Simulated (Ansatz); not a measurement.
Computed with Ansatz on PBE0-D4/def2-TZVP structures; ΔE is electronic, products minus reactants. CCSD(T)/CBS is the MP2 limit (def2-TZVPP, def2-QZVPP) plus CCSD(T) − MP2 in def2-TZVPP, frozen cores. This one scheme is used for every species. One conformer a species, not always the lowest.

Reaction (difluorocarbene loss): `FCCC(F)(F)F` → `FCCF` + `F[C]F`

```csv
species,CCSD(T)/CBS(def2) energy (Eh)
`FCCC(F)(F)F`,-515.73968
`FCCF`,-278.07852
`F[C]F`,-237.54028
```

Q: Work out ΔE.

A: ΔE = (-278.07852) + (-237.54028) − (-515.73968) = 0.12088 Eh = +75.9 kcal/mol.

Largest T1 diagnostic among the species: 0.017.

At CCSD(T), def2-SVP lies +4.1 kcal/mol from the extrapolated value and def2-TZVPP −0.8 kcal/mol. From PBE to PBE0 (25 % exact exchange), in def2-TZVPP and without D4, ΔE moves by +4.6 kcal/mol. Leaving LDA and LC-ωPBE aside and taking each functional with its dispersion term where it has one, the values, not all of them listed here, spread over 13.7 kcal/mol, from BLYP-D4 to r2SCAN0-D4. LDA lies +16.0 kcal/mol from PBE without D4.
